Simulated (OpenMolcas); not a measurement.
**Pt I: from CASSCF to CASPT2**

* Program: OpenMolcas
* Basis: ANO-RCC-VDZP [7s6p4d2f]
* Scalar Hamiltonian: DKH2, point nucleus
* Active space: 10 electrons in 6 orbitals (5d 6s)
* State averaging: 2S+1 = 3 even, 15 roots; 2S+1 = 1 even, 20 roots
* Spin-orbit coupling: RASSI with atomic mean-field integrals over the reference wave functions, term energies averaged over their components

Methods on the same reference wave functions:
A. CASSCF
B. SS-CASPT2, IPEA 0.25 Eh, imaginary shift 0.1 Eh (closed shells correlated: 5s 5p)
C. MS-CASPT2, IPEA 0.25 Eh, imaginary shift 0.1 Eh (closed shells correlated: 5s 5p)

Energies in eV above 5d9 6s 3D3, the measured ground level; measured values from NIST Handbook of Basic Atomic Spectroscopic Data.

| Level | A | B | C | Measured |
| --- | --- | --- | --- | --- |
| 5d8 6s2 3F4 | -0.0800 | -0.272 | -0.272 | 0.1021 |
| 5d9 6s 3D3 | 0.0000 | 0.0000 | 0.0000 | 0.0000 |
| 5d8 6s2 3F3 | 1.0742 | 0.886 | 0.886 | 1.2543 |
| 5d9 6s 3D1 | 1.3224 | 1.322 | 1.322 | 1.2562 |
| 5d8 6s2 3P0 [50 %] | 2.4359 | 2.589 | 2.589 |  |
| 5d8 6s2 3P1 | 2.5767 | 2.217 | 2.217 | 2.3020 |
| 5d8 6s2 1G4 | 2.9239 | 2.598 | 2.598 | 2.7236 |
| 5d10 1S0 [50 %] | 3.2545 | 0.919 | 0.919 |  |

A puts 5d8 6s2 3F4 lowest. B puts 5d8 6s2 3F4 lowest. C puts 5d8 6s2 3F4 lowest.

Deviations, from unrounded energies. A percentage is the sum of absolute deviations over the sum of measured energies, with the sign that they share, or ± where signs differ.

```csv
Against measurement,Levels,A,B,C
mean absolute deviation (cm-1),5,1500,1600,1600
fine structure of the ground term (%),1,+5.3,+5.3,+5.3
other configurations (%),4,±13.1,-14.9,-14.9
```

A lies closest to measurement on these levels and B furthest from it. The largest miss of A in the table is 5d8 6s2 3P1, by +2200 cm-1. The ranking rests on the paired levels alone, and a cruder setting can come out closer through cancelling errors.

Between B and C no level of the table moves by more than 5 cm-1.

The two smallest mean deviations differ by little beside CASPT2's spread within terms, so their order carries little weight.

The lowest spin-free term lies below A's lowest term by 0.404 hartree in B, 0.404 hartree in C.

Term energies are means over components that CASPT2 splits; among the terms shown or strongly mixed into the levels shown the widest spread is 1000 cm-1 (5d8 6s2 1G, C). The lowest computed level is not the ground level that NIST lists (3D3). Configurations are named by rounded mean occupations; where the s occupation lies near a half they are strongly mixed, a name can repeat and a true partner stay unpaired. A single d shell beside an s shell can misplace configurations of different d count against each other. The lowest spin-free term belongs to 5d9 6s, not to the configuration of the lowest level. Without dynamic correlation excited terms often stand tens of per cent too high (terms of higher spin than the ground term too low), and those without a measured partner can miss by more than the paired ones (holds for A). The CASPT2 spread within a term exceeds the gap to the next term for 5d9 6s 3D and 5d8 6s2 3F, so the order of their levels is uncertain, and so are names and mixing where such terms share a J (holds for C). Computed and measured levels are paired by configuration, term and J; levels that our copy of the source lacks, or whose pairing is in doubt (as where it misses far off the trend of its configuration), stay unpaired and out of the deviations. Levels of configurations outside the active space are missing. The table leaves out levels that lie high or whose names do not pair safely across all columns.

A share in square brackets marks a mixed level and gives the weight of the term that names it, the lowest over the columns.
